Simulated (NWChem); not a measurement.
Molecule: boron monoxide dimer (B₂O₂); SMILES O=BB=O

```xyz
4

O      0.0000     0.0000    -2.0254
B      0.0000     0.0000    -0.8262
B      0.0000     0.0000     0.8262
O      0.0000     0.0000     2.0254
```
Atoms are numbered in this order, from 1.

All runs: NWChem. Pople sets run with spherical d functions. The geometry was optimised at PBE0/def2-SVP.

Question: Order these by “orbital gap (eV)”, lowest first: B3LYP/def2-TZVP; B3LYP/STO-3G; B3LYP/3-21G.

Answer: B3LYP/def2-TZVP (8.03), B3LYP/3-21G (8.57), B3LYP/STO-3G (9.44)
